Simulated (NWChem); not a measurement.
Molecule: Si$_{2}$H$_{5}$O$_{2}$Cl; SMILES O[SiH2][Si@@H](O)Cl

```xyz
10

O      0.9723    -2.1894    -0.1115
Si    -0.5637    -1.6037     0.1780
Si    -0.5175     0.6518    -0.4549
O     -1.6796     1.5046     0.3636
Cl     1.4083     1.2390     0.1498
H      1.6782    -1.5637     0.0906
H     -0.9582    -1.6675     1.6202
H     -1.5128    -2.4224    -0.6256
H     -0.5641     0.9611    -1.9154
H     -1.7902     2.4353     0.1429
```
Atoms are numbered in this order, from 1.

Program: NWChem. Pople sets run with spherical d functions. Structure relaxed at the PBE0/def2-SVP level. Ions are spin-unrestricted doublets at the neutral geometry; other ion states weren't tried.

| level | vertical ionisation energy, ΔSCF (eV) | −ε(HOMO) (eV) | ΔSCF minus −ε(HOMO) (eV) |
|---|---|---|---|
| B3LYP/6-31G* | 9.86 | 7.64 | 2.22 |
| PBE/6-31G* | 9.43 | 6.54 | 2.89 |
| CAM-B3LYP/6-31G* | ___ | ___ | ___ |
| r2SCAN/6-31G* | 9.71 | 6.91 | 2.80 |
| BHandHLYP/6-31G* | 10.23 | 9.09 | 1.14 |

### Question
Fill in the missing entries.

### Answer

- CAM-B3LYP/6-31G*, vertical ionisation energy, ΔSCF (eV): 10.11
- CAM-B3LYP/6-31G*, −ε(HOMO) (eV): 9.17
- CAM-B3LYP/6-31G*, ΔSCF minus −ε(HOMO) (eV): 0.94
